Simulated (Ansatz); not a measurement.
Computed with Ansatz on PBE0-D4/def2-TZVP structures; ΔE is electronic, products minus reactants. CBS: MP2 limit from def2 TZ/QZ plus the TZ coupled-cluster correction, frozen cores. This one scheme is used for every species. Functionals use def2-TZVPP. For Se outer-core shells are correlated without core-valence functions, which leaves a few kJ/mol of doubt a bond. Scalar relativity is left out up to krypton. Each species was taken in one conformer, which may not be the lowest.

Reaction (ligand exchange at the Si–Se bond): `[SiH3][Se]BCl` + `[F][AlH][SH]` → `[F][AlH][S][SiH3]` + `ClB[SeH]`

Problem. Is it downhill or uphill in electronic energy at CCSD(T)/CBS, and by how much? (Estimate.)

Solution. Computed: Nearly level: ΔE = -2.1 kJ/mol.

Problem. What do these levels give: PBE0-D4, ωB97X-V, CCSD/def2-TZVPP, CCSD(T)/def2-TZVPP, SCS-MP2/def2-QZVPP, CCSD/CBS(def2)? (Estimate.)

Solution. The calculation gave: PBE0-D4 -3.5, ωB97X-V -4.0, CCSD/def2-TZVPP -2.0, CCSD(T)/def2-TZVPP -2.2, SCS-MP2/def2-QZVPP -2.2, CCSD/CBS(def2) -1.9 kJ/mol.

Largest T1 diagnostic among the species: 0.012.
